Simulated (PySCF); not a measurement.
## Y2S3 at several levels of theory

Computed with PySCF 2.14.0 (density fitting, no spin-orbit coupling) at the geometry relaxed with TPSS:

```xyz
5
Y2S3 (singlet)
Y     0.6217   -0.1527    2.3398
Y     0.6217   -0.1527   -2.3398
S     1.6017   -0.3933    0.0000
S    -1.6011    0.3931    2.6880
S    -1.6011    0.3931   -2.6880
```

| level | basis | state | HOMO (eV) | gap (eV) | charge on Y1 (e) | dipole about the centre of mass (D) | largest force component (eV/Å) |
| --- | --- | --- | --- | --- | --- | --- | --- |
| TPSS | Y def2-SVP with ECP28, S def2-SVP | singlet | -4.71 | 1.76 | 0.63 | 11.86 | 0.02 |
| wB97X | the same | singlet | -7.73 | 6.83 | 0.66 | 13.46 | 0.69 |
| BLYP | the same | singlet | -4.48 | 1.33 | 0.48 | 10.88 | 0.30 |
| BP86 | the same | singlet | -4.77 | 1.69 | 0.53 | 11.21 | 0.07 |
| r2SCAN | the same | singlet | -4.83 | 2.08 | 0.65 | 12.25 | 0.21 |
| TPSS | Y x2c-SVPall, S x2c-SVPall | singlet | -4.73 | 1.78 | 0.57 | 11.80 | 0.13 |

Charges are Mulliken's, which hang on the basis. The relaxation used the grid (50, 194), these runs (75, 302) or, all-electron (x2c bases, spin-free X2C Hamiltonian), (99, 590).

Problem. What does TPSS with Y def2-TZVP with ECP28, S def2-TZVP give here?

Solution. state singlet, HOMO (eV) -4.71, gap (eV) 1.73, charge on Y1 (e) 0.98, dipole about the centre of mass (D) 12.23, largest force component (eV/Å) 0.06. Time: 20 s on 2 threads of Arm Neoverse V1, on a shared host, from free ions and atoms.

In the first row's basis the gap widens with exact exchange: 1.3 to 2.1 eV for BLYP, BP86, TPSS, r2SCAN (none); 6.8 eV for wB97X (rising or full at long range).

No frequency check is given that shows the relaxed geometry to be a minimum.
